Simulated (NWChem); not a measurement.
# Si2NH6OCl; SMILES [Si@H](N)([SiH2]O)Cl

```xyz
11

N     -2.0166    -0.5129     0.3997
Si    -0.5106    -0.4797    -0.4211
Cl     0.7883    -2.0693     0.0548
Si     0.7592     1.3754     0.2109
O     -0.0763     2.7632    -0.2047
H     -2.0700    -0.3142     1.3924
H     -2.7438    -1.1600     0.1143
H     -0.7951    -0.6149    -1.8759
H      2.0971     1.3123    -0.4601
H      1.0017     1.2991     1.6902
H      0.3541     3.6009    -0.0093
```
Atoms are numbered in this order, from 1.

Computed with NWChem. The geometry was optimised at PBE0/def2-SVP.

Q: Order these by “orbital gap (eV)”, lowest first: TPSSh/def2-TZVP; PBE0/def2-TZVP; CAM-B3LYP/def2-TZVP; PBE/def2-TZVP.

A: PBE/def2-TZVP (5.16), TPSSh/def2-TZVP (6.34), PBE0/def2-TZVP (7.34), CAM-B3LYP/def2-TZVP (9.68)
